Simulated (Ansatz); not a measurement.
Start from `F[SiH2][TeH]` and change one atom or group to get `O[SiH](F)[TeH]`.

Ansatz, PBE0-D4/def2-TZVP geometries, multiplicity 1. Each molecule was computed in one conformer, which needn't be the lowest.

Elements past krypton have def2 core potentials.

| property | `F[SiH2][TeH]` |
| --- | --- |
| HOMO–LUMO gap (B3LYP/def2-TZVPP) / eV | 5.61 |
| LUMO energy (B3LYP/def2-TZVPP) / eV | -1.05 |
| HOMO–LUMO gap (PBE0/def2-TZVPP) / eV | 6.08 |
| HOMO energy (PBE/def2-TZVPP) / eV | -5.87 |
| HOMO energy (ωB97M-V/def2-TZVPP) / eV | -8.97 |
| size of the dipole moment (ωB97M-V/def2-TZVPP) / D | 1.06 |

(1) What does the change do to each property? (Best estimate.)

Answers

(1) The calculation gave: 
```json
{"property": "HOMO–LUMO gap (B3LYP/def2-TZVPP) / eV", "`O[SiH](F)[TeH]`": "5.53", "shift": "-0.08"}
{"property": "LUMO energy (B3LYP/def2-TZVPP) / eV", "`O[SiH](F)[TeH]`": "-1.08", "shift": "-0.03"}
{"property": "HOMO–LUMO gap (PBE0/def2-TZVPP) / eV", "`O[SiH](F)[TeH]`": "5.99", "shift": "-0.09"}
{"property": "HOMO energy (PBE/def2-TZVPP) / eV", "`O[SiH](F)[TeH]`": "-5.78", "shift": "0.09"}
{"property": "HOMO energy (ωB97M-V/def2-TZVPP) / eV", "`O[SiH](F)[TeH]`": "-8.91", "shift": "0.06"}
{"property": "size of the dipole moment (ωB97M-V/def2-TZVPP) / D", "`O[SiH](F)[TeH]`": "1.08", "shift": "0.02"}
```

The zero-point energy changes by 17.0 kJ/mol with +3 modes. Dipoles are sizes alone; their direction can turn.

B3LYP here is the variant with VWN-RPA as its local correlation; programs differ in this.

Spin–orbit coupling is left out; it splits and shifts lone-pair levels of the heavy atoms by tenths of an eV.
